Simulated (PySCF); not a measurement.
C₄H₁₀O₂Si₂.
Cartesian coordinates in Å at the PBE0-D3(BJ)/def2-SVP level; atoms count from 1:
```
atom  x, y, z in Å
C1    -2.9868    0.8918   -0.0379
C2    -1.9487   -0.1395   -0.4085
O3    -1.4286   -0.7236    0.7670
Si4   -0.1534   -1.7810    0.8007
C5     1.3238   -1.0226    0.0035
C6     2.2887   -0.5082   -0.5506
Si7    3.7472    0.2906   -1.3404
O8     3.9410    1.8452   -0.7874
H9    -2.5381    1.6846    0.5788
H10   -3.8014    0.4292    0.5388
H11   -3.4150    1.3519   -0.9412
H12   -1.1348    0.3293   -0.9935
H13   -2.3982   -0.9211   -1.0511
H14    0.1309   -2.0565    2.2312
H15   -0.4589   -3.0394    0.0565
H16    4.9285   -0.5710   -1.0406
H17    3.5280    0.3961   -2.8042
H18    3.9988    1.9611    0.1656
```

Linear response at CAM-B3LYP/def2-SVPD (PySCF, frozen core in the response, non-relativistic). Geometry: PBE0-D3(BJ)/def2-SVP, one conformer, isolated molecule.

Static isotropic polarisability: 108.75 au (16.11 Å³), principal values 88.7, 99.7, 137.9 au.

Problem. What is the polarisability at 1064 nm and at the sodium D line?

Solution. 109.86 au at 1064 nm (+1.0 %), 112.49 au at 589.3 nm (+3.4 %). The rise at 589.3 nm is 3.38 times that at 1064 nm; a pure ω² law gives 3.26. The lowest singlet lies at 230 nm, shorter than both wavelengths.

Problem. What is the isotropic C6 coefficient between two such molecules, C6 = (3/π)∫α(iω)² dω?

Solution. 4385 au (Eh·bohr⁶) by a ten-point quadrature over imaginary frequencies, which is 2620 eV·Å⁶ or 253 J·nm⁶/mol.

Problem. Which effective excitation energy ω̄ makes London's formula C6 = (3/4)α²ω̄ exact here?

Solution. ω̄ = 4·C6/(3α²) = 0.494 Eh = 13.5 eV. A one-pole form α(ω) = α/(1 − ω²/ω̄²) fitted to the 1064 nm value gives 11.6 eV.

Problem. How anisotropic is the static polarisability, by Δα² = ½[(α1 − α2)² + (α2 − α3)² + (α3 − α1)²]?

Solution. Δα = 44.7 au, or 0.41 of the isotropic value.

Problem. The lowest 6 singlets have (eV, f): 5.40, 0.000; 5.67, 0.002; 5.72, 0.002; 6.79, 0.003; 7.17, 0.015; 7.28, 0.089. What share of the static polarisability do they carry in the sum over states α = Σ f/ω²?

Solution. 1.60 au, 1.5 % of α; the largest term, 1.25 au, is that of the state at 7.28 eV. Their oscillator strengths add up to 0.11. Higher states carry the rest.

Problem. What three-body coefficient follows from the one-pole estimate C9 = (3/4)·α·C6?

Solution. 358000 au. This is an estimate from the two numbers above, not a computed integral.
